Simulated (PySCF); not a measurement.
## Frontier orbitals and the lowest excitations

C7H15P.
Atom-mapped SMILES: `[CH2:1]=[CH:2][P:3]([CH3:4])([CH3:5])([CH3:6])[CH:7]=[CH2:8]` (hydrogens: H9, H10 on C1; H11 on C2; H12, H13, H14 on C4; H15, H16, H17 on C5; H18, H19, H20 on C6; H21 on C7; H22, H23 on C8)

Geometry (PBE0-D3(BJ)/def2-SVP, Å), atoms numbered from 1 in this order:
```
atom  x, y, z in Å
C1     2.272   -0.180   -0.041
C2     1.101   -0.749    0.245
P3    -0.484   -0.360   -0.597
C4     0.214   -0.850   -2.333
C5    -0.881    1.366   -1.157
C6    -1.194    0.128    1.200
C7    -1.751   -1.689   -0.628
C8    -2.693   -1.819   -1.563
H9     3.160   -0.364    0.572
H10    2.399    0.497   -0.891
H11    1.011   -1.403    1.120
H12    1.058   -0.204   -2.624
H13   -0.554   -0.761   -3.119
H14    0.569   -1.892   -2.315
H15   -0.308    2.065   -0.531
H16   -1.949    1.553   -0.974
H17   -0.646    1.537   -2.214
H18   -0.628    0.977    1.618
H19   -1.127   -0.703    1.921
H20   -2.255    0.420    1.127
H21   -1.781   -2.320    0.267
H22   -3.493   -2.559   -1.467
H23   -2.713   -1.192   -2.461
```

Computed with PySCF, TDDFT wB97X-D/def2-SVPD, vertical, gas phase, core orbitals frozen in the response.

Frontier orbitals with the atoms that hold most of them (Löwdin shares over 4%, at most four atoms; ? is withheld):

| orbital | ε (eV) | atoms |
| --- | --- | --- |
| LUMO+2 | 2.23 | C5 12%, C8 10%, C1 10%, C4 6% |
| LUMO+1 | 1.64 | C1 18%, C2 18%, C8 18%, C7 17% |
| LUMO | ? | C8 17%, C7 17%, C1 16%, C2 16% |
| HOMO | -7.44 | ? |
| HOMO-1 | -9.52 | ? |
| HOMO-2 | -9.74 | C7 20%, C2 20%, C8 19%, C1 19% |
| HOMO-3 | -11.33 | C5 15%, C7 14%, C4 14%, P3 14% |

(1) Which atoms hold the HOMO-1, and with what shares?

(2) Which atoms hold the HOMO, and with what shares?

(3) What is the LUMO energy, and the HOMO–LUMO gap?

## Answers

(1) C1 (bonded to C and 2 H) 19%; C8 (bonded to C and 2 H) 18%; C2 (bonded to C, P and H) 17%; C7 (bonded to C, P and H) 16%.

(2) C6 (bonded to P and 3 H) 24%; C4 (bonded to P and 3 H) 20%; P3 (bonded to 5 C) 18%; C5 (bonded to P and 3 H) 8%. By element: carbon 52% or more, phosphorus 18%.

(3) ε(LUMO) = 1.43 eV; the gap is 8.87 eV (0.3260 hartree).

**Question.** How does S1 compare with the orbital gap of 8.87 eV?

**Answer.** S1 is at 4.51 eV (f = 0.015), 4.36 eV below the gap, made of HOMO→LUMO (98%). Without the coupling terms of the response equations the lowest excitation would equal the gap.

**Question.** One configuration dominates each of S1 and S2. Which, and how do the shares of the two leading atoms of either orbital change from the occupied to the empty one?

**Answer.** 
- S1 (4.51 eV, f 0.015), HOMO→LUMO (98%): C6 24% → at most 16%, C4 20% → at most 16%, C8 at most 8% → 17%, C7 at most 8% → 17%
- S2 (4.69 eV, f 0.018), HOMO→LUMO+1 (98%): C6 24% → at most 18%, C4 20% → at most 18%, C1 at most 8% → 18%, C2 at most 8% → 18%

Löwdin shares depend on the basis, the more so with diffuse functions.
